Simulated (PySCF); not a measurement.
# Fractional electron number in La⁺ (lanthanum, charge +1)

The 5d alpha orbital of [Xe] 5d2 is emptied in steps (occupation f), with all orbitals relaxed, ending at [Xe] 5d1. Computed with PySCF 2.14 in x2c-TZVPall (11s7p7d2f, 81 functions), with the spin-free X2C one-electron Hamiltonian (Gaussian nucleus). The exact energy is a straight line in f; departures are measured from the line between the end points of the same method.

Q: Among BHandHLYP, wB97X, TPSS, which shows the largest delocalisation error (convex curve), and which is closest to linear?

A: Most convex: TPSS (-0.869 eV at f = 0.5); closest to linear: wB97X (-0.081 eV).

| f | BHandHLYP (eV) | wB97X (eV) | TPSS (eV) |
| --- | --- | --- | --- |
| 1 | 0.000 | 0.000 | 0.000 |
| 0.75 | -0.307 | -0.061 | -0.647 |
| 0.5 | -0.411 | -0.081 | -0.869 |
| 0.25 | -0.309 | -0.059 | -0.656 |
| 0 | 0.000 | 0.000 | 0.000 |

```json
{"method": "BHandHLYP", "E(f=0) − E(f=1) (eV)": "11.086", "−ε at f=1 (eV)": "9.457", "−ε at f=0.5 (eV)": "11.080"}
{"method": "wB97X", "E(f=0) − E(f=1) (eV)": "10.895", "−ε at f=1 (eV)": "10.566", "−ε at f=0.5 (eV)": "10.902"}
{"method": "TPSS", "E(f=0) − E(f=1) (eV)": "11.310", "−ε at f=1 (eV)": "7.888", "−ε at f=0.5 (eV)": "11.288"}
```

Reference removal energy between the ground levels: 11.185 eV (measured; NIST Atomic Spectra Database, ionization energies). The calculation has no spin-orbit coupling.
